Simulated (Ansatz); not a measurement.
A made-up structure of ZnBH3, closed shell:

B1  (0.299, 1.086, -0.395)
Zn2  (-0.221, -0.803, 0.292)
H3  (-1.539, -1.086, 1.016)
H4  (0.682, -2.026, 0.117)
H5  (0.587, 2.133, -0.776)
(Å)

It is relaxed with PBE-D4/def2-SVP and then PBE0-D4/def2-TZVP (Ansatz 0.2.0). Atoms count as bonded within 1.22 times the sum of their covalent radii (H–H: 0.88 Å). The end point is not checked to be a true minimum.

**Question.** Does its bonding change? (Judge from chemistry; the calculation decides.)

**Answer.** Computed: Yes. Formed: B1–H3; broken: Zn2–H3.

Where it ends: The first stage lowers the energy by 2.92 eV in 24 steps. It ends as ZnBH₃ ([BH2][ZnH]):
```
atom    x (Å)    y (Å)    z (Å)
  B1  -0.3912   0.6706   0.0448
 Zn2   0.4389  -1.2337   0.0584
  H3  -1.4607   0.9151   0.5312
  H4   1.0614  -2.6618   0.0688
  H5   0.1601   1.6146  -0.4504
```

Labels in which every atom is bracketed show which atoms are joined, not bond orders.

For scale, one of the runs: PBE0-D4/def2-TZVP relaxation, 97 basis functions, launched by `ansatz run in.yaml --threads 2 --pin off --events-out ev --progress --plain --max-ram 4352MiB`. The run took about 11 s on 2 CPU threads of an Arm Neoverse N1 (shared host).
